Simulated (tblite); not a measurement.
Isomers of C6H13P. Calculated harmonic vibrations of the isolated species, GFN2-xTB (tblite), most abundant isotopes, no scaling. The method is semi-empirical: single wavenumbers can be off by several per cent or more. Modes of hydrogen on phosphorus can be 10 to 20 % off. One conformer each.

Electronic energies: GFN2-xTB at the same geometries; isomer energies are rough at this level and their order can be wrong.

| SMILES | electronic energy, lowest = 0 (kcal/mol) |
| --- | --- |
| CPC1CCCC1 | 0.0 |
| C=C(C)P(=C)(C)C | 59.2 |
| CC(C)P1C[C@H]1C | 18.8 |

How do GFN2-xTB zero-point energies change the relative energies?

| SMILES | ZPE (kcal/mol) | of it from modes above 1550 cm⁻¹ | electronic (kcal/mol) | with ZPE, lowest = 0 (kcal/mol) | lowest mode (cm⁻¹) | rings |
| --- | --- | --- | --- | --- | --- | --- |
| CPC1CCCC1 | 109.8 | 54.4 | 0.0 | 0.0 | 16 | 1 |
| CC(C)P1C[C@H]1C | 109.3 | 55.9 | 18.8 | 18.4 | 46 | 1 |
| C=C(C)P(=C)(C)C | 104.6 | 58.3 | 59.2 | 53.9 | 56 | 0 |

The zero-point energies span 5.2 kcal/mol, from `C=C(C)P(=C)(C)C` to `CPC1CCCC1`. The order is unchanged.
